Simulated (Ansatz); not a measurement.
Isolated molecules relaxed with PBE0-D4/def2-TZVP in Ansatz; ΔE leaves out vibrations. CCSD(T)/CBS adds triple-zeta CCSD(T) − MP2 to the extrapolated MP2 energy (def2 sets, frozen cores). DFT in def2-TZVPP. B3LYP here is the variant with VWN-RPA as its local correlation; programs differ in this. For Ge outer-core shells are correlated without core-valence functions, which leaves a few kJ/mol of doubt a bond. Scalar relativity is left out up to krypton. Each species was taken in one conformer, which may not be the lowest.

`CN(C)B(O)F` + `[NH2][GeH3]` → `OB(F)[NH][GeH3]` + `CNC`  (ligand exchange at a B–N bond)

| level | ΔE (kcal/mol) | difference from CCSD(T)/CBS |
| --- | --- | --- |
| PBE-D4 | -1.9 | 0.7 |
| r2SCAN-D4 | -2.2 | 0.4 |
| PBE0-D4 | -2.4 | 0.2 |
| B3LYP-D4 | -2.6 | 0.0 |
| ωB97X-V | -2.9 | -0.3 |
| ωB97M-V | -2.7 | -0.1 |
| B2PLYP | -2.9 | -0.3 |
| PBE | -2.2 | 0.4 |
| r2SCAN | -2.3 | 0.3 |
| PBE0 | -2.7 | -0.1 |
| B3LYP | -3.0 | -0.4 |
| HF/def2-TZVPP | -5.2 | -2.6 |
| MP2/def2-TZVPP | -2.6 | 0.0 |
| SCS-MP2/def2-TZVPP | -3.1 | -0.5 |
| CCSD/def2-TZVPP | -3.2 | -0.6 |
| CCSD(T)/def2-TZVPP | -2.7 | -0.1 |
| HF/def2-QZVPP | -5.2 | -2.6 |
| MP2/def2-QZVPP | -2.5 | 0.1 |
| SCS-MP2/def2-QZVPP | -3.0 | -0.4 |
| HF/CBS(def2) | -5.2 | -2.6 |
| MP2/CBS(def2) | -2.5 | 0.1 |
| CCSD/CBS(def2) | -3.0 | -0.4 |
| CCSD(T)/CBS | -2.6 | 0 |

Largest T1 diagnostic among the species: 0.012.

In def2-TZVPP, CCSD(T) changes the Hartree–Fock value by +2.5 kcal/mol (the triples alone add +0.4 kcal/mol) and MP2 by +2.6 kcal/mol.
